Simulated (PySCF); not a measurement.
## Os⁺ (osmium, charge +1) across methods

[Xe] 4f14 5d7, high-spin 4F determinant (an excited configuration). Calculation: PySCF 2.14, in aug-cc-pVQZ-PP with ECP60MDF (7s7p6d4f3g2h, 135 functions); scalar relativity through the core potential.

```tsv
method	E (hartree)	mean ε 5p β (eV)	mean ε 5d α (eV)	mean ε 5d β (eV)	Σ⟨r²⟩ (bohr²)	⟨S²⟩
MN15	-90.2929	-58.056	-15.135	-13.563	39.65	3.754
M06-L	-90.5020	-55.529	-12.895	-11.407	38.90	3.758
UHF	-89.76619	-64.585	-17.956	-15.685	38.82	3.757
PBE0	-90.4349	-57.695	-14.450	-12.777	39.30	3.753
LDA	-90.2480	-55.174	-13.231	-11.636	39.96	3.752
r2SCAN	-90.4725	-55.913	-13.281	-11.543	39.29	3.756
BHandHLYP	-90.3329	-60.331	-15.687	-14.049	39.19	3.754
```

Task: Estimate the same row for PBE.

Result: E (hartree) = -90.4663; mean ε 5p β (eV) = -55.062; mean ε 5d α (eV) = -13.060; mean ε 5d β (eV) = -11.524; Σ⟨r²⟩ (bohr²) = 39.71; ⟨S²⟩ = 3.752.

Energies and moments cover only the electrons outside the core potential. Spin-orbit coupling, absent here, splits the open shell strongly.
